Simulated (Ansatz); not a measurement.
Basis sets compared for Sr6S5. Total charge 0; singlet. Geometry PBE-D4/def2-SVP. Ansatz on 4 threads of Intel Xeon on a shared host; times are rough, and most runs start from earlier orbitals.

```xyz
11

Sr   -1.460   -0.503    3.711
Sr    0.389    1.669    0.748
Sr    1.510    0.225   -2.853
Sr    2.851   -1.500    0.301
Sr   -3.408    1.959   -0.847
Sr   -1.142   -1.454   -0.307
S     1.174   -2.329   -1.773
S     0.682   -1.017    2.009
S     2.877    1.145   -0.597
S    -0.959    1.094   -1.848
S    -2.513    0.710    1.456
```

In the def2 sets Sr takes a core potential; there is no spin–orbit coupling. The restricted singlet is unstable towards broken spin symmetry in Hartree–Fock (as tested in another run); at PBE-D4/def2-SVP, PBE-D4/def2-TZVP, PBE0-D4/def2-SVP, PBE0-D4/def2-TZVP this wasn't settled. The order of the spin states hangs on the level: the triplet lies 0.22 eV below the singlet at PBE0-D4/def2-TZVP, but 0.03 eV above it at PBE-D4/def2-TZVP. The structure comes from a short search, and lower isomers may exist.

| level | functions | energy (Eh) | HOMO (eV) | LUMO (eV) | wall time |
| --- | --- | --- | --- | --- | --- |
| PBE-D4/def2-SVP | 228 | -2174.4672 | -2.53 | -2.17 | 18 s |
| PBE0-D4/def2-SVP | 228 | -2174.6000 | -2.74 | -1.85 | 35 s |

Question: Estimate the rows for PBE-D4/def2-TZVP, PBE0-D4/def2-TZVP.

Answer: 
```csv
level,functions,energy (Eh),HOMO (eV),LUMO (eV),wall time
PBE-D4/def2-TZVP,383,-2175.1827,-2.53,-2.17,35 s
PBE0-D4/def2-TZVP,383,-2175.3025,-2.74,-1.85,93 s
```
